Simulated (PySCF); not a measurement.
**Computed data sheet: `FC(F)(F)OC1=[O+][BH2-]OC=C1`**

C4H4BF3O3.
Bonds: F1–C2, C2–F3, C2–F4, C2–O5, O5–C6, C6–O7 (double), O7–B8, B8–O9, O9–C10, C10–C11 (double), C6–C11. Hydrogens: H12, H13 on B8; H14 on C10; H15 on C11.

Structural features include: ester, C=C double bond, CF3 group and C–F bond.

**PBE0-D3(BJ)/def2-SVP geometry optimisation, gas phase (PySCF)**

| Property | Result |
| --- | --- |
| Rotational constants A, B, C | 2.815, 0.675, 0.605 GHz |

**PBE0/def2-SVPD ground state and vertical TDDFT (core frozen in the response) (PySCF)**

| Item | Value |
| --- | --- |
| Dipole moment | 3.77 D |
| HOMO energy | -7.23 eV |
| LUMO energy | -2.40 eV |
| HOMO–LUMO gap | 4.83 eV |
| Lowest singlet excitation | 3.73 eV (332 nm, f = 0.038) |
| Strongest line among the 10 lowest singlet transitions | S3 at 6.08 eV (204 nm, f = 0.270) |
| Lowest triplet excitation (Tamm–Dancoff) | 2.81 eV |
| Static isotropic polarisability | 77.1 au |
| Electronic spatial extent ⟨r²⟩ about the centre of nuclear charge | 1746 bohr² |

PBE0/pcSseg-1 ground state and GIAO shieldings, non-relativistic (PySCF):

| Item | Value |
| --- | --- |
| Lowest Hirshfeld atomic charge | -0.13 e on C11 |
| Highest Hirshfeld atomic charge | +0.33 e on C2 |
| 13C chemical shifts (computed TMS as zero) by class | 186.3 (C10), 174.0 (C6), 125.4 (C2), 85.4 (C11) ppm |
| 1H chemical shifts (computed TMS as zero) by class | 7.58 (H14), 4.78 (H15), 4.27 (H12/H13) ppm |
| Isotropic shieldings of nuclei other than C and H, by class | 95 (B8), 63 (O9), 101 (O7), 105 (O5), 245 (F1/F3/F4) ppm |
| Mayer bond orders between heavy atoms | F1–C2 1.06, C2–F3 1.08, C2–F4 1.06, C2–O5 0.95, O5–C6 1.01, C6–O7 1.43, O7–B8 0.58, B8–O9 0.69, O9–C10 1.38, C10–C11 1.41, C11–C6 1.28 |

**B3LYP/pcJ-1 indirect spin-spin coupling, non-relativistic, gas phase; spin–dipole term left out for some pairs (PySCF)**

| Property | Result |
| --- | --- |
| Largest of the computed one-bond spin–spin couplings (means over like bonds) | 19F–13C -347.9 (F1–C2 and 2 like it), 13C–1H +193.0 (C10–H14), 13C–1H +189.6 (C11–H15), 11B–1H +145.5 (B8–H12 and 1 like it), 17O–11B +13.3 (O7–B8), 17O–11B +10.7 (O9–B8) Hz |

Monoisotopic mass from the formula: 168.0206 u.

No computed singlet falls in the visible range (750 to 380 nm, 1.65 to 3.26 eV); S1 lies 0.47 eV above its blue end. S1 lies 1.10 eV below the HOMO–LUMO gap; its leading configuration is HOMO→LUMO, weight 0.98. The rotational constants make it an asymmetric top with κ = (2B − A − C)/(A − C) = -0.94, nearer the prolate limit (−1). With B = h/(8π²I), that is 505.379 GHz u Å² over I, the principal moments of inertia are 179.5, 748.5 and 835.7 u Å² (most abundant isotopes).

 NMR classes are plain means over equivalent atoms (diastereotopic ones count apart unless rotation or inversion swaps them), as if these changed places fast; in this geometry the members of some classes differ.

Shape of the structure used: `[F:1][C:2]([F:3])([F:4])[O:5][C:6]1=[O+:7][BH2-:8][O:9][CH:10]=[CH:11]1`: F1–C2–O5–C6 63°, C2–O5–C6–O7 -3°.

One conformer stands for the species.
